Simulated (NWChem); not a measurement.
System meant: NH$_{2}$SeI; SMILES [Se](N)I

NWChem input:

```
start job
memory heap 200 mb stack 900 mb global 1100 mb
geometry units angstroms noautoz
  Se     0.369146     1.317210     0.000000
  I      0.019271    -1.248832     0.000000
  N     -1.258941     2.049741     0.000000
  H     -1.809190     1.935709     0.846756
  H     -1.809190     1.935709    -0.846756
end
basis spherical
  * library def2-svp
end
ecp
  I library def2-ecp
end
dft
  odft
  mult 2
  xc b3lyp
  iterations 150
  mulliken
end
task dft energy
```

End of the output:

```
                                 NWChem DFT Module
                                 -----------------

 Summary of "ao basis" -> "ao basis" (spherical)
 ------------------------------------------------------------------------------
       Tag                 Description            Shells   Functions and Types
 ---------------- ------------------------------  ------  ---------------------
 Se                         def2-svp                12       32   5s4p3d
 I                          def2-svp                10       26   4s4p2d
 N                          def2-svp                 6       14   3s2p1d
 H                          def2-svp                 3        5   2s1p

 Summary of "ao basis" -> "ao basis" (spherical)
 ------------------------------------------------------------------------------
       Tag                 Description            Shells   Functions and Types
 ---------------- ------------------------------  ------  ---------------------
 Se                         def2-svp                12       32   5s4p3d
 I                          def2-svp                10       26   4s4p2d
 N                          def2-svp                 6       14   3s2p1d
 H                          def2-svp                 3        5   2s1p

      Symmetry analysis of basis
      --------------------------

        a'         55
        a"         27

  number of electrons :                   68
  multiplicity        :                    2
 ------------------------------------------------------------------------
  no. of electrons and multiplicity not compatible                  68
 ------------------------------------------------------------------------
 ------------------------------------------------------------------------
  current input line :
    23: task dft energy
 ------------------------------------------------------------------------
 ------------------------------------------------------------------------
 There is an error in the input file
 ------------------------------------------------------------------------
 For more information see the NWChem manual at https://nwchemgit.github.io

0: no. of electrons and multiplicity not compatible:Received an Error in Communication
```

Task: Can this run be used? If not, why, and what is the fix?

Result: The input was rejected before any calculation. Cause: the multiplicity doesn't fit the number of electrons (an even count wants an odd multiplicity, and the reverse). This input runs:
```
start job
memory heap 200 mb stack 900 mb global 1100 mb
geometry units angstroms noautoz
  Se     0.369146     1.317210     0.000000
  I      0.019271    -1.248832     0.000000
  N     -1.258941     2.049741     0.000000
  H     -1.809190     1.935709     0.846756
  H     -1.809190     1.935709    -0.846756
end
basis spherical
  * library def2-svp
end
ecp
  I library def2-ecp
end
dft
  xc b3lyp
  iterations 150
  mulliken
end
task dft energy
```
It converges to -2755.00710 Ha (B3LYP/def2-SVP with def2 effective core potentials on I).
